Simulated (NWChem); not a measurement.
System: SiNH3OClF; SMILES N[Si](F)(Cl)O

```xyz
8

N     -0.4797     1.1748    -1.3664
Si     0.0286     0.3299     0.0193
O      1.5922     0.6542     0.3869
F     -0.9791     0.7880     1.1929
Cl    -0.0786    -1.7135    -0.0671
H      0.0093     1.0509    -2.2458
H     -1.4715     1.3256    -1.5156
H      1.8316     1.5866     0.3668
```
Atoms are numbered in this order, from 1.

Results from NWChem. Pople sets run with spherical d functions. The geometry was optimised at PBE0/def2-SVP. Ions are spin-unrestricted doublets at the neutral geometry. Hybrids' shares of exact exchange are those that their runs print; pure functionals count as 0. The functionals differ in more than this share.

```
row                  share of exact exchange  ΔSCF ionisation energy minus −ε(HOMO) (eV)
-------------------  -----------------------  ------------------------------------------
PBE/6-31G*                              0.00                                        3.52
B3LYP/6-31G*                            0.20                                    withheld
BHandHLYP/6-31G*                        0.50                                        1.09
Hartree-Fock/6-31G*                     1.00                                       -2.12
```

Question: Fit a straight line of the last column on the one before it, predict the withheld value, and compare with the run.

Answer: 
1. Means of the 3 shown rows: x = 0.500, y = 0.830. Slope Σ(x − x̄)(y − ȳ)/Σ(x − x̄)² = -2.820/0.5000 = -5.640; intercept 3.650.
2. The shown rows scatter about the line by 0.184 (root mean square); the largest residual is +0.26, at BHandHLYP/6-31G*.
3. At x = 0.20 (B3LYP/6-31G*; inside the shown range) the line gives 2.52.
4. The run gives 2.65, +0.13 from the line, 0.7 times the scatter. The line crosses zero at a share of 0.65.
